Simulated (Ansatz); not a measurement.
Consider the cleavage of the Ga–Si bond: `[SiH3]O[SiH2][GaH2]` + `PP` → `P[PH][GaH2]` + `[SiH3]O[SiH3]`.

Computed with Ansatz on PBE0-D4/def2-TZVP structures; ΔE is electronic, products minus reactants. CBS: MP2 limit from def2 TZ/QZ plus the TZ coupled-cluster correction, frozen cores. This one scheme is used for every species. DFT in def2-TZVPP. For Ga outer-core shells are correlated without core-valence functions, which leaves a few kJ/mol of doubt a bond. Scalar relativity is left out up to krypton. One conformer a species, not always the lowest.

(1) Is it downhill or uphill in electronic energy at CCSD(T)/CBS, and by how much? (Estimate.)

(2) What do these levels give: B2PLYP, r2SCANh, r2SCAN0, BHLYP, MP2/def2-TZVPP, SCS-MP2/def2-QZVPP? (Best estimate.)

Largest T1 diagnostic among the species: 0.014.

## Answers

(1) Ansatz gave: Downhill: ΔE = -46.4 kJ/mol.

(2) The calculation gave: B2PLYP -45.1, r2SCANh -45.4, r2SCAN0 -46.7, BHLYP -44.3, MP2/def2-TZVPP -54.2, SCS-MP2/def2-QZVPP -52.4 kJ/mol.

At CCSD(T), def2-SVP lies +4.3 kJ/mol from the extrapolated value and def2-TZVPP +3.3 kJ/mol. Leaving LDA and LC-ωPBE aside and taking each functional with its dispersion term where it has one, the values, not all of them listed here, spread over 13.8 kJ/mol, from PBE-QIDH to BLYP-D4.
